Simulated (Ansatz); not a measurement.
# Molecular dynamics of CH6OZn

Input file:

```yaml
crystal:
  periodic: [false, false, false]
  atoms:
    - { symbol: Zn, position_ang: [-0.461274, 0.377137, 0.029413] }
    - { symbol: C, position_ang: [-0.022624, -0.04878, 2.165442] }
    - { symbol: H, position_ang: [-0.487412, -1.033317, 2.281254] }
    - { symbol: H, position_ang: [1.066291, -0.164783, 2.155857] }
    - { symbol: H, position_ang: [-0.271111, 0.522991, 3.065355] }
    - { symbol: O, position_ang: [-0.269132, -0.306666, -1.614859] }
    - { symbol: H, position_ang: [0.156604, -1.140229, -1.728296] }
    - { symbol: H, position_ang: [-1.140812, 1.850747, 0.827723] }
    - { symbol: H, position_ang: [-0.710829, 1.129899, 1.495512] }
basis:
  gaussian: { orbitals: def2-SVP }
hamiltonian:
  xc: hf
md:
  timestep: 0.5
  n_steps: 200
  ensemble: nve
  temperature: 300.0
  initial_velocities: maxwell_boltzmann
  seed: 5768
```

Run as:

```bash
$ ansatz run input.yaml --threads 1 --pin off --max-ram 2048MiB --backend cpu --events-out ev --progress --plain --runs-dir out
```

It starts at the highest image of a converged band. Of that band: Neighbouring images differ by up to 2.9 eV, so the band resolves the path poorly. A vibrational analysis at the climbing image gives one clearly imaginary mode, 1983i cm⁻¹: a first-order saddle point.

Output, in part (one step line in 3, the closing report, with atoms numbered from 0):

```
md step     0: t =     0.00 fs  T =   300.0 K  F+E_penalty+E_count = -51526.76647935 eV  E_kin = 0.271446 eV  conserved = -51526.49503335 eV  (35 SCF iters)
md step     3: t =     1.50 fs  T =   235.5 K  F+E_penalty+E_count = -51526.70600715 eV  E_kin = 0.213096 eV  conserved = -51526.49291146 eV  (39 SCF iters)
md step     6: t =     3.00 fs  T =   253.3 K  F+E_penalty+E_count = -51526.72278990 eV  E_kin = 0.229178 eV  conserved = -51526.49361141 eV  (39 SCF iters)
md step     9: t =     4.50 fs  T =   321.9 K  F+E_penalty+E_count = -51526.78487937 eV  E_kin = 0.291273 eV  conserved = -51526.49360661 eV  (39 SCF iters)
md step    12: t =     6.00 fs  T =   452.8 K  F+E_penalty+E_count = -51526.90114924 eV  E_kin = 0.409669 eV  conserved = -51526.49148015 eV  (38 SCF iters)
md step    15: t =     7.50 fs  T =   911.7 K  F+E_penalty+E_count = -51527.31799552 eV  E_kin = 0.824945 eV  conserved = -51526.49305050 eV  (38 SCF iters)
md step    18: t =     9.00 fs  T =  1435.9 K  F+E_penalty+E_count = -51527.80431519 eV  E_kin = 1.299202 eV  conserved = -51526.50511288 eV  (60 SCF iters)
md step    21: t =    10.50 fs  T =  1014.5 K  F+E_penalty+E_count = -51527.40799097 eV  E_kin = 0.917980 eV  conserved = -51526.49001056 eV  (36 SCF iters)
md step    24: t =    12.00 fs  T =  1510.9 K  F+E_penalty+E_count = -51527.87206804 eV  E_kin = 1.367072 eV  conserved = -51526.50499619 eV  (38 SCF iters)
md step    27: t =    13.50 fs  T =  1851.1 K  F+E_penalty+E_count = -51528.17492487 eV  E_kin = 1.674910 eV  conserved = -51526.50001474 eV  (38 SCF iters)
md step    30: t =    15.00 fs  T =  1511.8 K  F+E_penalty+E_count = -51527.86218508 eV  E_kin = 1.367891 eV  conserved = -51526.49429428 eV  (38 SCF iters)
md step    33: t =    16.50 fs  T =  1319.5 K  F+E_penalty+E_count = -51527.68621087 eV  E_kin = 1.193919 eV  conserved = -51526.49229208 eV  (38 SCF iters)
md step    36: t =    18.00 fs  T =  1608.2 K  F+E_penalty+E_count = -51527.94734633 eV  E_kin = 1.455104 eV  conserved = -51526.49224204 eV  (36 SCF iters)
md step    39: t =    19.50 fs  T =  2248.4 K  F+E_penalty+E_count = -51528.53641336 eV  E_kin = 2.034435 eV  conserved = -51526.50197879 eV  (38 SCF iters)
md step    42: t =    21.00 fs  T =  2100.4 K  F+E_penalty+E_count = -51528.39938401 eV  E_kin = 1.900509 eV  conserved = -51526.49887463 eV  (38 SCF iters)
md step    45: t =    22.50 fs  T =  1890.6 K  F+E_penalty+E_count = -51528.20223049 eV  E_kin = 1.710690 eV  conserved = -51526.49154051 eV  (38 SCF iters)
md step    48: t =    24.00 fs  T =  2253.5 K  F+E_penalty+E_count = -51528.54115028 eV  E_kin = 2.039004 eV  conserved = -51526.50214651 eV  (38 SCF iters)
md step    51: t =    25.50 fs  T =  1949.8 K  F+E_penalty+E_count = -51528.25887786 eV  E_kin = 1.764237 eV  conserved = -51526.49464082 eV  (39 SCF iters)
md step    54: t =    27.00 fs  T =  1676.7 K  F+E_penalty+E_count = -51528.01001480 eV  E_kin = 1.517107 eV  conserved = -51526.49290764 eV  (39 SCF iters)
md step    57: t =    28.50 fs  T =  1809.2 K  F+E_penalty+E_count = -51528.12925884 eV  E_kin = 1.637041 eV  conserved = -51526.49221785 eV  (39 SCF iters)
md step    60: t =    30.00 fs  T =  2338.3 K  F+E_penalty+E_count = -51528.61544743 eV  E_kin = 2.115753 eV  conserved = -51526.49969490 eV  (39 SCF iters)
md step    63: t =    31.50 fs  T =  2342.3 K  F+E_penalty+E_count = -51528.62021439 eV  E_kin = 2.119373 eV  conserved = -51526.50084124 eV  (39 SCF iters)
md step    66: t =    33.00 fs  T =  2226.3 K  F+E_penalty+E_count = -51528.50516379 eV  E_kin = 2.014364 eV  conserved = -51526.49080027 eV  (39 SCF iters)
md step    69: t =    34.50 fs  T =  2823.1 K  F+E_penalty+E_count = -51529.05740847 eV  E_kin = 2.554382 eV  conserved = -51526.50302624 eV  (38 SCF iters)
md step    72: t =    36.00 fs  T =  2685.2 K  F+E_penalty+E_count = -51528.92623394 eV  E_kin = 2.429629 eV  conserved = -51526.49660463 eV  (38 SCF iters)
md step    75: t =    37.50 fs  T =  2346.9 K  F+E_penalty+E_count = -51528.61607657 eV  E_kin = 2.123526 eV  conserved = -51526.49255067 eV  (39 SCF iters)
md step    78: t =    39.00 fs  T =  2419.4 K  F+E_penalty+E_count = -51528.68198272 eV  E_kin = 2.189140 eV  conserved = -51526.49284236 eV  (39 SCF iters)
md step    81: t =    40.50 fs  T =  2857.0 K  F+E_penalty+E_count = -51529.08293637 eV  E_kin = 2.585041 eV  conserved = -51526.49789547 eV  (40 SCF iters)
md step    84: t =    42.00 fs  T =  2972.4 K  F+E_penalty+E_count = -51529.19057563 eV  E_kin = 2.689528 eV  conserved = -51526.50104751 eV  (40 SCF iters)
md step    87: t =    43.50 fs  T =  2751.2 K  F+E_penalty+E_count = -51528.97999490 eV  E_kin = 2.489376 eV  conserved = -51526.49061919 eV  (39 SCF iters)
md step    90: t =    45.00 fs  T =  3086.7 K  F+E_penalty+E_count = -51529.29298065 eV  E_kin = 2.792895 eV  conserved = -51526.50008520 eV  (39 SCF iters)
md step    93: t =    46.50 fs  T =  3073.4 K  F+E_penalty+E_count = -51529.27911687 eV  E_kin = 2.780832 eV  conserved = -51526.49828508 eV  (40 SCF iters)
md step    96: t =    48.00 fs  T =  2687.6 K  F+E_penalty+E_count = -51528.92650130 eV  E_kin = 2.431828 eV  conserved = -51526.49467363 eV  (39 SCF iters)
md step    99: t =    49.50 fs  T =  2475.8 K  F+E_penalty+E_count = -51528.73142445 eV  E_kin = 2.240184 eV  conserved = -51526.49124050 eV  (39 SCF iters)
md step   102: t =    51.00 fs  T =  2807.5 K  F+E_penalty+E_count = -51529.03787216 eV  E_kin = 2.540239 eV  conserved = -51526.49763291 eV  (40 SCF iters)
md step   105: t =    52.50 fs  T =  2871.6 K  F+E_penalty+E_count = -51529.10035284 eV  E_kin = 2.598252 eV  conserved = -51526.50210044 eV  (40 SCF iters)
md step   108: t =    54.00 fs  T =  2498.9 K  F+E_penalty+E_count = -51528.75001077 eV  E_kin = 2.261063 eV  conserved = -51526.48894745 eV  (40 SCF iters)
md step   111: t =    55.50 fs  T =  2875.2 K  F+E_penalty+E_count = -51529.10286890 eV  E_kin = 2.601538 eV  conserved = -51526.50133122 eV  (38 SCF iters)
md step   114: t =    57.00 fs  T =  2891.2 K  F+E_penalty+E_count = -51529.11407800 eV  E_kin = 2.615978 eV  conserved = -51526.49809980 eV  (39 SCF iters)
md step   117: t =    58.50 fs  T =  2545.2 K  F+E_penalty+E_count = -51528.79844041 eV  E_kin = 2.302938 eV  conserved = -51526.49550207 eV  (38 SCF iters)
md step   120: t =    60.00 fs  T =  2289.7 K  F+E_penalty+E_count = -51528.56344323 eV  E_kin = 2.071803 eV  conserved = -51526.49164031 eV  (39 SCF iters)
md step   123: t =    61.50 fs  T =  2578.0 K  F+E_penalty+E_count = -51528.82741741 eV  E_kin = 2.332648 eV  conserved = -51526.49476907 eV  (40 SCF iters)
md step   126: t =    63.00 fs  T =  2943.2 K  F+E_penalty+E_count = -51529.16580237 eV  E_kin = 2.663030 eV  conserved = -51526.50277261 eV  (38 SCF iters)
md step   129: t =    64.50 fs  T =  2692.8 K  F+E_penalty+E_count = -51528.92777908 eV  E_kin = 2.436507 eV  conserved = -51526.49127225 eV  (38 SCF iters)
md step   132: t =    66.00 fs  T =  2930.8 K  F+E_penalty+E_count = -51529.14971675 eV  E_kin = 2.651848 eV  conserved = -51526.49786919 eV  (38 SCF iters)
md step   135: t =    67.50 fs  T =  3167.7 K  F+E_penalty+E_count = -51529.36641053 eV  E_kin = 2.866209 eV  conserved = -51526.50020138 eV  (38 SCF iters)
md step   138: t =    69.00 fs  T =  2883.3 K  F+E_penalty+E_count = -51529.10464394 eV  E_kin = 2.608861 eV  conserved = -51526.49578340 eV  (37 SCF iters)
md step   141: t =    70.50 fs  T =  2615.4 K  F+E_penalty+E_count = -51528.85827160 eV  E_kin = 2.366431 eV  conserved = -51526.49184088 eV  (39 SCF iters)
md step   144: t =    72.00 fs  T =  2871.3 K  F+E_penalty+E_count = -51529.09236971 eV  E_kin = 2.598040 eV  conserved = -51526.49433006 eV  (36 SCF iters)
md step   147: t =    73.50 fs  T =  3284.5 K  F+E_penalty+E_count = -51529.47348085 eV  E_kin = 2.971859 eV  conserved = -51526.50162159 eV  (36 SCF iters)
md step   150: t =    75.00 fs  T =  3089.0 K  F+E_penalty+E_count = -51529.29028973 eV  E_kin = 2.795007 eV  conserved = -51526.49528284 eV  (38 SCF iters)
md step   153: t =    76.50 fs  T =  3024.8 K  F+E_penalty+E_count = -51529.23165237 eV  E_kin = 2.736877 eV  conserved = -51526.49477576 eV  (38 SCF iters)
md step   156: t =    78.00 fs  T =  3326.1 K  F+E_penalty+E_count = -51529.50957404 eV  E_kin = 3.009532 eV  conserved = -51526.50004190 eV  (38 SCF iters)
md step   159: t =    79.50 fs  T =  3179.4 K  F+E_penalty+E_count = -51529.37553419 eV  E_kin = 2.876812 eV  conserved = -51526.49872200 eV  (36 SCF iters)
md step   162: t =    81.00 fs  T =  2737.4 K  F+E_penalty+E_count = -51528.96790073 eV  E_kin = 2.476848 eV  conserved = -51526.49105268 eV  (36 SCF iters)
md step   165: t =    82.50 fs  T =  2881.8 K  F+E_penalty+E_count = -51529.10154080 eV  E_kin = 2.607496 eV  conserved = -51526.49404463 eV  (36 SCF iters)
md step   168: t =    84.00 fs  T =  3273.8 K  F+E_penalty+E_count = -51529.46285425 eV  E_kin = 2.962199 eV  conserved = -51526.50065550 eV  (38 SCF iters)
md step   171: t =    85.50 fs  T =  3164.6 K  F+E_penalty+E_count = -51529.35987916 eV  E_kin = 2.863409 eV  conserved = -51526.49647019 eV  (39 SCF iters)
md step   174: t =    87.00 fs  T =  3048.2 K  F+E_penalty+E_count = -51529.25399839 eV  E_kin = 2.758041 eV  conserved = -51526.49595707 eV  (36 SCF iters)
md step   177: t =    88.50 fs  T =  3208.1 K  F+E_penalty+E_count = -51529.40044462 eV  E_kin = 2.902784 eV  conserved = -51526.49766027 eV  (36 SCF iters)
md step   180: t =    90.00 fs  T =  3182.1 K  F+E_penalty+E_count = -51529.37973054 eV  E_kin = 2.879197 eV  conserved = -51526.50053382 eV  (36 SCF iters)
md step   183: t =    91.50 fs  T =  2669.2 K  F+E_penalty+E_count = -51528.90756327 eV  E_kin = 2.415146 eV  conserved = -51526.49241691 eV  (36 SCF iters)
md step   186: t =    93.00 fs  T =  2579.3 K  F+E_penalty+E_count = -51528.82555609 eV  E_kin = 2.333820 eV  conserved = -51526.49173596 eV  (38 SCF iters)
md step   189: t =    94.50 fs  T =  2999.9 K  F+E_penalty+E_count = -51529.21411829 eV  E_kin = 2.714376 eV  conserved = -51526.49974211 eV  (36 SCF iters)
md step   192: t =    96.00 fs  T =  2968.9 K  F+E_penalty+E_count = -51529.18526675 eV  E_kin = 2.686343 eV  conserved = -51526.49892332 eV  (35 SCF iters)
md step   195: t =    97.50 fs  T =  2618.5 K  F+E_penalty+E_count = -51528.86316346 eV  E_kin = 2.369304 eV  conserved = -51526.49385991 eV  (35 SCF iters)
md step   198: t =    99.00 fs  T =  2737.0 K  F+E_penalty+E_count = -51528.97289404 eV  E_kin = 2.476458 eV  conserved = -51526.49643593 eV  (37 SCF iters)
md step   200: t =   100.00 fs  T =  2911.5 K  F+E_penalty+E_count = -51529.13649543 eV  E_kin = 2.634354 eV  conserved = -51526.50214119 eV  (37 SCF iters)
Total energy: -51529.13649543 eV, -1893.6608385037 hartree
Atom 0 at    -0.718986     0.795549    -0.712442 Å, force    -0.504967    -0.598208    -1.059438 eV/Å
Atom 1 at     0.683250    -1.169684     4.564308 Å, force    -0.614459    -3.275490     0.794983 eV/Å
Atom 2 at    -0.389630    -1.452835     4.456961 Å, force     0.824009    -0.088263     0.177416 eV/Å
Atom 3 at     0.797786    -0.651307     5.511300 Å, force     0.407928     0.162523    -0.126949 eV/Å
Atom 4 at     0.929158    -0.646393     3.708319 Å, force     0.589322     2.003306    -1.624738 eV/Å
Atom 5 at     0.045688    -0.871929    -0.831752 Å, force     1.482719     1.384913    -0.735302 eV/Å
Atom 6 at     0.807676    -0.692737    -1.425047 Å, force    -1.256966    -0.847339     1.093715 eV/Å
Atom 7 at    -1.576652     1.894994    -1.513969 Å, force     0.280446     0.062273     0.708090 eV/Å
Atom 8 at     1.352062    -2.096904     4.463806 Å, force    -1.208031     1.196285     0.772222 eV/Å
Dipole moment:     0.170196     0.512995     0.205971 e Å
```

The run went to its last step. The conserved energy stayed within 1.6 meV per atom of its start (net change -0.79 meV per atom), so the integration is sound. The kinetic energy rose, since the run started high on the potential surface and went downhill. It ends in pieces (CH4 + H2OZn), so much of that is their flight and rotation, not heat. A run of 0.1 ps of so small a system gives no equilibrium averages. The orbitals stay closed-shell, which can raise the energy where a bond breaks towards radicals; this wasn't checked here.

Between its relaxed ends the band would form Zn1–H8, C2–H9 and break Zn1–C2, H8–H9. These pairs go: Zn1–H8 1.81 → 1.61 Å, C2–H9 1.52 → 1.15 Å, Zn1–C2 2.22 → 5.80 Å, H8–H9 1.07 → 7.76 Å. In the last frame they stand as after the step (other bonds may differ from the relaxed reactants and products). Also parted: Zn1–H9 1.67 → 6.28 Å. It ends as CH4 + H2OZn. Pairs count as bonded within 1.25 times the sum of covalent radii (0.12 Å more for H–H).

Last frame:

```xyz
9
Properties=species:S:1:pos:R:3
Zn -0.719 0.795 -0.712
C 0.683 -1.170 4.564
H -0.390 -1.453 4.457
H 0.798 -0.651 5.511
H 0.929 -0.646 3.708
O 0.046 -0.872 -0.832
H 0.808 -0.693 -1.425
H -1.577 1.895 -1.514
H 1.352 -2.097 4.464
```

The run took 5.3 min on 1 thread of Arm Neoverse V2, on a shared host, peak memory 0.16 GiB.
